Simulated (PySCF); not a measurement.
1,1-dibromo-2-chloroethene (C₂HBr₂Cl), SMILES ClC=C(Br)Br.

Geometry: PBE-D3(BJ)/def2-SVP.

Method: PBE-D3(BJ)/def2-SVP in PySCF 2.14.0.

Frequencies are harmonic and unscaled.

| mode | ν (cm⁻¹) | IR (km/mol) | moving atoms (share of kinetic energy) |
|---|---|---|---|
| 1 | 133 | 0.4 | Cl 51 %, Br 47 % |
| 2 | 175 | 0.2 | Br 80 %, C 9 %, Cl 9 % |
| 3 | 183 | 0.0 | C 69 %, Cl 16 %, H 9 % |
| 4 | 288 | 0.1 | Cl 48 %, Br 44 % |
| 5 | 413 | 7.1 | C 85 %, H 13 % |
| 6 | 514 | 8.9 | C 76 %, Br 18 % |
| 7 | 752 | 22.1 | H 75 %, C 25 % |
| 8 | 780 | 127.2 | C 83 %, Cl 12 % |
| 9 | 856 | 59.1 | C 78 %, H 11 %, Cl 11 % |
| 10 | 1194 | 6.2 | H 86 %, C 13 % |
| 11 | 1581 | 10.5 | C 97 % |
| 12 | 3147 | 11.6 | H 92 %, C 8 % |
